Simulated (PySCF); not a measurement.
# Te₃: PBE0 against B3LYP

Base calculation in PySCF with density fitting and no spin–orbit coupling, PBE0/def2-TZVP (scalar-relativistic core potentials): singlet, D3h, Te–Te 2.730 Å (×3); wavenumbers 178 (×2), 239 cm⁻¹; gap between the highest occupied and lowest empty levels 2.97 eV, polar-tensor charge of Te 0.00 e, atomisation energy (no zero-point energy) 494 kJ/mol.

Question: What changes on going to B3LYP/def2-TZVP (scalar-relativistic core potentials)?

Answer: The point group stays the same. Changes: mean bond to Te +0.038 Å, highest wavenumber -15 cm⁻¹, lowest wavenumber -11 cm⁻¹, gap between the highest occupied and lowest empty levels -0.45 eV, polar-tensor charge of Te 0.00 e, atomisation energy (no zero-point energy) -29 kJ/mol. The new structure has Te–Te 2.768 Å (×3), with wavenumbers 167 (×2), 224 cm⁻¹.

Each species is the lowest minimum found with this bonding; other isomers or fragments can lie lower.
